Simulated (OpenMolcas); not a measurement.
**Computed transition rates of Se**

| Item | Value |
| --- | --- |
| Program | OpenMolcas 26.06 |
| Method | SS-RASPT2, IPEA 0.25 Eh, imaginary shift 0.1 Eh (closed shells correlated: 3d) |
| Basis | ANO-RCC-VQZP [7s6p4d2f1g] |
| Scalar Hamiltonian | DKH2, point nucleus |
| Active space | 6 electrons in 9 orbitals (RAS2 4s 4p; RAS3 4d, at most 2 electrons) |
| State averaging | 2S+1 = 3 even, 3 roots; 2S+1 = 1 even, 6 roots; 2S+1 = 3 odd, 3 roots |
| Spin-orbit coupling | RASSI with atomic mean-field integrals over the reference wave functions, term energies averaged over their components |

Rates come from the transition moments of the reference wave functions (E1 and E2 in the length form). At fixed line strength A goes as λ^-3 for E1 and M1 and as λ^-5 for E2, so a rate at the computed wavelength can be rescaled to the measured one. Measured vacuum wavelengths follow from level energies in NIST Handbook of Basic Atomic Spectroscopic Data. Branching counts decays inside the model space alone, at computed energies, and the table is only a selection of the E2 and M1 lines, drawn from those between levels with measured partners whose computed energy lies within a factor of 1.5 of the measured one.

```
      Upper        Lower  Type  λ computed (nm)  λ measured (nm)  A computed (s-1)  A rescaled (s-1)  Branching %
4s2 4p4 3P0  4s2 4p4 3P1    M1            17800            18350          9.49e-03          8.66e-03         98.8
4s2 4p4 3P1  4s2 4p4 3P2    M1             5504             5026          1.33e-01          1.75e-01        100.0
4s2 4p4 3P0  4s2 4p4 3P2    E2             4204             3946          1.18e-04          1.62e-04          1.2
4s2 4p4 1D2  4s2 4p4 3P1    M1             1279             1318          9.87e-02                           15.2
4s2 4p4 1D2  4s2 4p4 3P2    M1             1038             1044          5.46e-01                           83.9
4s2 4p4 1D2  4s2 4p4 3P2    E2             1038             1044          6.04e-03                            0.9
4s2 4p4 1S0  4s2 4p4 1D2    E2            775.5              777          2.09e+00          2.07e+00         23.9
4s2 4p4 1S0  4s2 4p4 3P1    M1            482.8            488.8          6.53e+00                           74.5
4s2 4p4 1S0  4s2 4p4 3P2    E2            443.9            445.5          1.44e-01                            1.6
```

Spin-changing lines and M1 lines between different terms are not rescaled, since their strength hangs on the term gaps too.

The largest correction is for 4s2 4p4 3P0 → 4s2 4p4 3P2 (E2): 1.18e-04 × (4204 / 3946)^5 = 1.62e-04 s-1, a factor of 1.37.

The computed rate and branching of 4s2 4p4 3P1 → 4s2 4p4 3P2 give the upper level a radiative lifetime of 1.000 / 1.33e-01 s-1 = 7.52e+00 s, counting decays inside the model space alone. The rescaled rate gives about 5.7e+00 s.

No measured rate stands beside these. Rescaling mends the energy factor alone: line strengths can still be far off where a level mixes with configurations outside the active space, and weak or spin-changing lines hang on small mixing coefficients that depend on the term gaps too, so rescaling need not improve them.

Term energies are means over components that CASPT2 splits; among the terms shown or strongly mixed into the levels shown the widest spread is 48 cm-1 (4s2 4p4 1D). Active for correlation alone: 4d; no level in the range computed is led by a configuration that fills it, so any true level of that kind is missing. Computed and measured levels are paired by configuration, term and J; levels that our copy of the source lacks, or whose pairing is in doubt (as where it misses far off the trend of its configuration), stay unpaired. Levels of configurations outside the active space are missing.
